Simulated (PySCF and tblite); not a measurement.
Results of a calculation; reference values are marked as such.
System: C₈H₉N, numbered as in [cH:1]1[cH:2][cH:3][c:4]([N:5]2[CH2:6][CH2:7]2)[cH:8][cH:9]1.

For the pyramidal inversion at N5: electronic barrier 8.52 kcal/mol, zero-point change -0.62 kcal/mol, thermal and entropy terms at 298.15 K a further 0.15 kcal/mol (symmetry numbers apart). The minimum is Cs, the saddle C2v. The path came from a restrained scan, a climbing-image band and a saddle search at GFN2-xTB; energies are revPBE/pcSseg-1 + D3(BJ)//GFN2-xTB, thermal terms GFN2-xTB. Rates follow Eyring's equation with the number of equivalent paths and no tunnelling. (PySCF 2.14 with density fitting, tblite 0.8.)

**Question.** How many equivalent paths lead out of the minimum?

**Answer.** 1: the symmetry number of the minimum is 1, that of the saddle displaced along its mode 1.

**Question.** Work out the rate at 298.15 K.

**Answer.** ΔG‡ = 8.05 kcal/mol; k_B T/h = 6.2×10¹² s⁻¹; exp(−ΔG‡/RT) = 1.3×10⁻⁶; times 1 gives k = 7.8×10⁶ s⁻¹. Wigner's tunnelling factor for the 240i cm⁻¹ mode would be 1.06.
